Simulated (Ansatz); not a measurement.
```xyz
3

S     0.0000    0.0000    0.0000
S     0.0000    1.6149    0.9703
O     0.0000   -1.2480    0.7499
```

Basis set: cc-pVDZ (spherical functions). Frozen core: 11 orbitals. Charge 0, multiplicity 1.

Computed with Ansatz (development build ahead of 0.2.0); the reference of a correlated method needn't be the lowest determinant of its kind. Restricted open shells among the atoms or ions are ROHF, correlated in semicanonical orbitals with singles.

Give the atomization energy at this shape (free ground-state atoms in the same class of orbitals less the molecule, no zero-point energy) of singlet S2O by RHF-CCSD(T), RHF-CCSD.

```tsv
method	atomization energy
RHF-CCSD(T)	6.33 eV
RHF-CCSD	5.81 eV
```

Caution: no unrestricted run beside it, a lower state can exist.
